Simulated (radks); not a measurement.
Results of a calculation; reference values are marked as such.
All-electron atom: Au+ in [Xe] 4f14 5d10 (the NIST ground configuration). Level of theory: non-relativistic Kohn-Sham, r2SCAN, spin-polarised, spherical densities, point nucleus; meta-GGA in the generalised Kohn-Sham scheme; relativity is left out, which matters for an element this heavy (a radial shooting solver on a logarithmic mesh with Libxc functionals).

Radial electron density D(r) = 4 pi r^2 rho(r):

r (bohr)   D(r) (e/bohr)
0.0009788          3.649
0.001305           6.164
0.001727           10.10
0.002304           16.40
0.003073           25.84
0.004098           39.12
0.005466           56.15
0.007232           74.65
0.009646           91.66
0.01287            101.1
0.01716            99.81
0.02289            93.72
0.03028            97.28
0.04039            118.9
0.05387            140.7
0.07185            135.0
0.09583            117.4
0.1268             125.9
0.1691             129.1
0.2255             90.61
0.3008             77.87
0.4012             88.85
0.5351             58.83
0.7081             27.82
0.9444             20.75
1.26               15.49
1.68               7.558
2.241              2.602
2.965             0.6720
3.954             0.1043
5.274           0.008027

D(r) has 4 maxima, at r = 0.0143, 0.0588, 0.151, 0.385 bohr, and minima at 0.0250, 0.101, 0.278 bohr, inside which lie 1.94, 11.46, 30.50 electrons.
